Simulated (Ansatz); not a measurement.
```yaml
atoms:
  - { symbol: K, position_ang: [0.0477, 0.0076, -1.2663] }
  - { symbol: Cl, position_ang: [0.0332, -0.0355, 1.3894] }
```

Basis set: STO-3G (spherical functions). Correlated methods keep 10 orbitals frozen. Charge 0, multiplicity 1.

Computed with Ansatz (development build ahead of 0.2.0); each method stands on the lowest determinant of its kind that the runs found. Restricted open shells among the atoms or ions are ROHF, correlated in semicanonical orbitals with singles.

The atomization energy at this shape (free ground-state atoms in the same class of orbitals less the molecule, no zero-point energy) of singlet KCl:

```json
{"method": "RHF-MP2", "atomization energy": "77.39 kcal/mol"}
```

Question: What does RHF give?

Answer: 74.63 kcal/mol.

This basis has no polarisation functions and is too small for such energies, which can lie far from measured ones in either direction.
